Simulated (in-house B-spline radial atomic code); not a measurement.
A radial electron density 4πr²n(r) was computed for an atom or ion in its tabulated ground configuration with a B-spline radial code for spherical atoms; method: Dirac-Hartree-Fock, average of configuration. Columns: r (bohr), 4πr²n(r) (electrons per bohr), bar.

```
 0.00259   0.5929 #
   0.003   0.7782 #
 0.00349    1.027 ##
 0.00405    1.344 ##
  0.0047    1.752 ###
 0.00546    2.277 ####
 0.00634    2.942 #####
 0.00736    3.776 #######
 0.00854    4.808 ########
 0.00992     6.08 ###########
  0.0115    7.592 #############
  0.0134     9.44 ################
  0.0155    11.47 ####################
   0.018    13.79 ########################
  0.0209    16.29 ############################
  0.0243    18.87 #################################
  0.0282    21.28 #####################################
  0.0328    23.37 #########################################
   0.038    24.77 ###########################################
  0.0442    25.29 ############################################
  0.0513    24.67 ###########################################
  0.0596    22.81 ########################################
  0.0692    19.85 ###################################
  0.0803    16.16 ############################
  0.0932     12.3 #####################
   0.108    8.975 ################
   0.126    6.636 ############
   0.146    5.767 ##########
   0.169    6.068 ###########
   0.197    7.027 ############
   0.228    7.789 ##############
   0.265    7.771 ##############
   0.308    6.727 ############
   0.358    4.951 #########
   0.415    3.073 #####
   0.482    1.552 ###
    0.56   0.6233 #
    0.65   0.1944 
   0.755  0.04481 
   0.876 0.007432 
    1.02 0.000788
```

(1) Which atom or ion is it?
A. Sc18+
B. Mn19+
C. Ca18+
D. Ti18+

Results:

(1) D. The area under the curve, ∫4πr²n dr = ∫r·4πr²n d(ln r) on this logarithmic grid, is 4 electrons, which only this option has. The configuration is [He] 2s2.
